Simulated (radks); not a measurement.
The numbers below are computed, except where a source is named.
Ga, configuration [Ar] 3d10 4s2 6p1 (not the ground configuration).

Level of theory: Dirac Kohn-Sham, LDA (Slater exchange, Perdew-Wang correlation), spin-unpolarised, spherical densities, finite nucleus; open shells are shared between the two j in proportion to 2j + 1; Fermi nuclear charge, rms radius 3.9973 fm (a radial shooting solver on a logarithmic mesh with Libxc functionals).

Energy parts (eV):
part                       energy
total                  -52817.782
kinetic                 53845.701
electron-nucleus      -127333.178
Hartree                 22642.875
exchange-correlation    -1973.180

Orbitals (lengths in bohr, moments of r in powers of bohr; r(90%) holds 90 % of the orbital's charge):
orbital      occ.  eigenvalue (eV)    <1/r>      <r>  r(90%)
1s1/2           2        -10214.22    31.26  0.04867  0.0870
2s1/2           2        -1266.055    6.872   0.2180   0.338
2p1/2           2        -1122.818    6.839   0.1885   0.309
2p3/2           4        -1095.222    6.664   0.1920   0.314
3s1/2           2        -153.8953    2.191   0.6530   0.979
3p1/2           2        -107.5922    2.063   0.6726    1.04
3p3/2           4        -103.9532    2.020   0.6836    1.06
3d3/2           4         -26.1707    1.659   0.8045    1.39
3d5/2           6         -25.7066    1.647   0.8108    1.40
4s1/2           2         -14.8239   0.5911    2.209    3.32
6p1/2    0.333333          -0.6990  0.07189    18.39    25.3
6p3/2    0.666667          -0.6926  0.07233    18.40    25.4

The highest occupied level is 6p3/2 at -0.693 eV. Summed over all electrons, <r^2> = 400.4 bohr^2, which gives a Langevin (diamagnetic) susceptibility term of -317 x 10^-6 cm^3/mol. The electron density at the nucleus is 2.811e+04 e/bohr^3.
